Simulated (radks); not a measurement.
All-electron atom: the samarium ion Sm+ in [Xe] 4f6 5d1 (not the ground configuration). Method: Dirac Kohn-Sham, PBE, spin-unpolarised, spherical densities, finite nucleus; open shells fill j = l - 1/2 first; Fermi nuclear charge, rms radius 5.0819 fm; computed with a radial shooting solver on a logarithmic mesh with Libxc functionals.

Spin-orbit splittings of the eigenvalues, e(l+1/2) - e(l-1/2), with zeta = 2 splitting/(2l+1) and mean radii in bohr:

shell  occ.  splitting (eV)  zeta (eV)  <r> j=l-1/2  <r> j=l+1/2
2p        6               ?          ?      0.08073      0.08736
3p        6           122.1      81.38       0.2442       0.2569
3d       10           26.51      10.60       0.2286       0.2326
4p        6           26.78      17.85       0.5933       0.6222
4d       10           4.784      1.913       0.6649       0.6752
4f        6          0.5350     0.1529        1.016        1.039
5p        6           3.476      2.317        1.603        1.701
5d        1          0.2002    0.08008        2.968        3.050

Estimate the 2p splitting.

Answer. 602.8 eV (zeta = 401.9 eV).
